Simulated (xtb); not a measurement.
H$_{3}$B$_{3}$Cl$_{3}$N$_{3}$ (SMILES ClB1NB(Cl)NB(Cl)N1), singlet, at a GFN2-xTB geometry; xtb with GFN0-xTB.

Here is a job for xtb.
```
$ xtb mol.xyz --gfn 0 --ohess --json

# file mol.xyz
12

Cl    -1.64657899    -2.57122596    -0.80160105
B     -0.74801581    -1.16806888    -0.36415518
N     -1.39762621     0.07263285    -0.12954413
B     -0.67801320     1.24217779     0.23197843
Cl    -1.49248487     2.73435911     0.51064538
N      0.73311727     1.14480397     0.35690215
B      1.42602901    -0.07410891     0.13217674
Cl     3.13906386    -0.16313315     0.29095568
N      0.66450893    -1.21743683    -0.22735802
H     -2.40215759     0.12483707    -0.22265281
H      1.26003878     1.96762163     0.61342239
H      1.14211880    -2.09245870    -0.39076958
```

**Question.** Write the output that xtb gives for this input, abridged.

**Answer.** 
```
   ID    Z sym.   atoms
    1   17 Cl     1, 5, 8
    2    5 B      2, 4, 7
    3    7 N      3, 6, 9
    4    1 H      10-12

           -------------------------------------------------
          |                Calculation Setup                |
           -------------------------------------------------

           -------------------------------------------------
          |                 G F N 0 - x T B                 |
           -------------------------------------------------

          ...................................................
          :                      SETUP                      :
          :.................................................:
          :  # basis functions                  60          :
          :  # atomic orbitals                  57          :
          :  # shells                           27          :
          :  # electrons                        48          :
          :  electronic temp.          300.0000000     K    :
          :  accuracy                    1.0000000          :
          :  -> integral cutoff          0.2500000E+02      :
          :  -> integral neglect         0.1000000E-07      :
          ...................................................

         :::::::::::::::::::::::::::::::::::::::::::::::::::::
         ::                     SUMMARY                     ::
         :::::::::::::::::::::::::::::::::::::::::::::::::::::
         :: total energy             -27.668032815203 Eh    ::
         :: gradient norm              0.038189538616 Eh/a0 ::
         :: HOMO-LUMO gap              6.093322050456 eV    ::
         ::.................................................::
         :: H0 energy                -27.728455280523 Eh    ::
         :: repulsion energy           0.218107454059 Eh    ::
         :: electrostat energy        -0.094819849759 Eh    ::
         :: -> Gsolv                   0.000000000000 Eh    ::
         ::    -> Gsasa                0.000000000000 Eh    ::
         ::    -> Gshift               0.000000000000 Eh    ::
         :: dispersion energy         -0.005711948623 Eh    ::
         :: short-range corr.         -0.057153190357 Eh    ::
         :: add. restraining           0.000000000000 Eh    ::
         :: total charge               0.000000000000 e     ::
         :::::::::::::::::::::::::::::::::::::::::::::::::::::

      -----------------------------------------------------------
[...]
 * total energy  :   -27.6680328 Eh     change        0.0000000E+00 Eh
 * total energy  :   -27.6697006 Eh     change       -0.1667745E-02 Eh
 * total energy  :   -27.6698078 Eh     change       -0.1072225E-03 Eh
 * total energy  :   -27.6698094 Eh     change       -0.1589251E-05 Eh
   *** GEOMETRY OPTIMIZATION CONVERGED AFTER 4 ITERATIONS ***
         :: total energy             -27.669809371797 Eh    ::
[...]
   ------------------------------------------------------------------------
       1     76.19    -1.18860 ( 84.36%)    -0.93167 ( 15.64%)    -1.14841
       2    100.78    -1.02537 ( 94.29%)    -0.84884 (  5.71%)    -1.01528
       3    100.79    -1.02536 ( 94.29%)    -0.84883 (  5.71%)    -1.01528
       4    149.37    -0.79911 ( 98.76%)    -0.73230 (  1.24%)    -0.79828
       5    149.37    -0.79911 ( 98.76%)    -0.73230 (  1.24%)    -0.79828
   ------------------------------------------------------------------------

   temp. (K)  partition function   enthalpy   heat capacity  entropy
                                   cal/mol     cal/K/mol   cal/K/mol   J/K/mol
 298.15  VIB   404.                 4349.193     28.233     26.307
         ROT  0.281E+06              888.752      2.981     27.915
         INT  0.114E+09             5237.945     31.214     54.222
         TR   0.241E+28             1481.254      4.968     41.514
         TOT                        6719.1993    36.1821    95.7365   400.5616

       T/K    H(0)-H(T)+PV         H(T)/Eh          T*S/Eh         G(T)/Eh
   ------------------------------------------------------------------------
    298.15    0.107077E-01    0.733106E-01    0.454875E-01    0.278231E-01
   ------------------------------------------------------------------------

         :::::::::::::::::::::::::::::::::::::::::::::::::::::
         ::                  THERMODYNAMIC                  ::
         :::::::::::::::::::::::::::::::::::::::::::::::::::::
         :: total free energy         -27.641986295491 Eh   ::
         ::.................................................::
         :: total energy              -27.669809371797 Eh   ::
         :: zero point energy           0.062602856928 Eh   ::
         :: G(RRHO) w/o ZPVE           -0.034779780622 Eh   ::
         :: G(RRHO) contrib.            0.027823076306 Eh   ::
         :::::::::::::::::::::::::::::::::::::::::::::::::::::

optimized geometry written to: xtbopt.xyz

           -------------------------------------------------
          | TOTAL ENERGY              -27.669809371797 Eh   |
          | TOTAL ENTHALPY            -27.596498789150 Eh   |
          | TOTAL FREE ENERGY         -27.641986295491 Eh   |
          | GRADIENT NORM               0.000327681713 Eh/α |
          | HOMO-LUMO GAP               6.002575024237 eV   |
           -------------------------------------------------

normal termination of xtb
```
